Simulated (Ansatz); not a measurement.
This geometry of C2H4GaNS (9 atoms, charge 0, multiplicity 1) is a first-order saddle point.

The calculation used Ansatz, RKS r2SCAN/def2-SVP.

```xyz
9
Properties=species:S:1:pos:R:3
S -0.665 1.267 -2.000
Ga 1.663 1.402 -0.215
C 0.922 -0.374 0.584
C -0.275 -0.599 1.379
N -0.518 -1.042 0.232
H -0.417 -0.061 -2.092
H -1.516 1.022 -0.976
H 1.699 -1.153 0.733
H -0.804 -0.507 2.337
```

Task: Which two structures does it join? (They come from a converged band through this point; their orientation in space is the band's.)

Result: Bonds broken: C3–H7. Bonds formed: S1–H7, Ga2–C3. The dihedral H7–C3–C4–N5 goes from 98 to 65°.C2H3N + GaHS becomes C2H4GaNS.

First end point:

```xyz
9
Properties=species:S:1:pos:R:3
S 0.194 2.783 -0.405
Ga 1.934 1.315 -0.861
C 0.182 -1.383 0.123
C -0.740 -0.490 0.809
N -1.142 -1.675 0.860
H -0.568 2.123 -1.311
H 0.155 -1.500 -0.970
H 1.098 -1.738 0.613
H -1.024 0.519 1.126
```

Last end point:

```xyz
9
Properties=species:S:1:pos:R:3
S 0.083 0.764 -2.166
Ga 2.063 0.567 -0.231
C 0.650 -0.708 0.699
C -0.592 -0.314 1.320
N -0.895 -0.815 0.204
H -0.739 0.033 -1.294
H -0.400 1.958 -1.754
H 1.038 -1.686 1.046
H -1.120 0.156 2.160
```

Task: How far does it lie above each of them?

Result: 31.3 kcal/mol above the first and 2.8 kcal/mol above the second. This is the barrier of this one path; another mechanism may lie lower. The orbitals stay closed-shell, which can raise the energy where a bond breaks towards radicals; this wasn't checked here.

Time of the run: 6.2 min on 2 threads of Arm Neoverse V2, with other jobs on the host, peak memory 0.26 GiB.
